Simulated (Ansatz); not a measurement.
C₃H₇BSSi (`C#CSB[SiH2]C`). Charge 0, multiplicity 1.

Z-matrix (Å, degrees):
```
B
Si 1 2.017
C 1 1.785 2 119.5
C 1 1.794 2 107.3 3 -42.7
S 1 2.008 2 110.6 3 55.4
H 1 1.195 2 126.0 3 -172.3
C 2 1.878 1 112.7 3 -9.0
H 2 1.493 1 110.0 3 -131.5
H 2 1.495 1 109.2 3 112.3
H 4 1.068 1 132.1 2 -68.3
H 7 1.092 2 110.9 1 -60.6
H 7 1.092 2 110.6 1 179.4
H 7 1.092 2 111.0 1 59.5
```

(1) List the harmonic frequencies (cm⁻¹, unscaled) at PBE0-D4/def2-TZVP in Ansatz. (Best estimate.)

(2) Is this a minimum?

(3) Give the ideal-gas thermochemistry at 298.15 K and 1 bar (rigid rotor, harmonic oscillator; point group C1, symmetry number 1).

(4) And at 400, 500, 600, 800 and 1000 K?

(5) Rotational constants (cm⁻¹)?

Answers

(1) Computed: 49, 114, 128, 155, 256, 348, 387, 446, 478, 522, 560, 638, 678, 725, 744, 802, 878, 886, 901, 921, 949, 1022, 1273, 1451, 1453, 1924, 2178, 2188, 2618, 3055, 3138, 3141, 3415.

(2) Yes, all 33 modes are real.

(3) Zero-point energy 229.8 kJ/mol; H(298) − E = 254.9 kJ/mol; entropy 379.0 J/(mol·K), of which translation 167.9, rotation 117.0, vibration 94.0; G(298) − E = 141.9 kJ/mol. Modes under 100 cm⁻¹ are hindered rotations or soft bends, so the harmonic entropy is rough.

(4) 
```csv
T (K),H − E (kJ/mol),S (J/mol/K),G − E (kJ/mol)
400,270.3,423.3,101.0
500,287.9,462.4,56.7
600,307.3,497.7,8.7
800,350.4,559.5,-97.2
1000,397.6,612.1,-214.5
```

(5) 0.1223, 0.05491, 0.05021.
